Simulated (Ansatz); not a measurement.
SiH2Me(vinyl) (C₃H₈Si) was relaxed with r2SCAN-D4 (def2-SVP) in Ansatz in these states: charge +1 doublet, neutral singlet. The geometries follow in no particular order.

A:

Cartesian coordinates in Å:
```
Si 0.718 0.130 -0.794
H 1.567 -1.084 -0.781
H 0.689 0.864 -2.080
C 1.045 1.268 0.702
H 2.094 1.569 0.500
H 0.992 0.743 1.665
H 0.391 2.151 0.694
C -1.084 -0.351 -0.351
C -1.422 -1.544 0.216
H -1.858 0.389 -0.621
H -0.730 -2.130 0.840
H -2.402 -2.005 0.011
```

B:

Cartesian coordinates in Å:
```
Si 0.321 -0.363 -0.722
H 1.790 -0.520 -0.481
H -0.106 -1.394 -1.722
C -0.054 1.346 -1.414
H 0.450 1.501 -2.381
H 0.284 2.132 -0.721
H -1.137 1.476 -1.574
C -0.569 -0.655 0.900
C 0.050 -0.897 2.067
H -1.669 -0.620 0.906
H 1.143 -0.951 2.140
H -0.503 -1.055 3.002
```

Task: Judge from the bond lengths which geometry belongs to which state (an estimate).

Result: A is the charge +1 doublet (Si1–C8 1.917 Å, Si1–C4 1.907 Å, C8–C9 1.363 Å); B is the neutral singlet (Si1–C8 1.873 Å, Si1–C4 1.882 Å, C8–C9 1.342 Å).
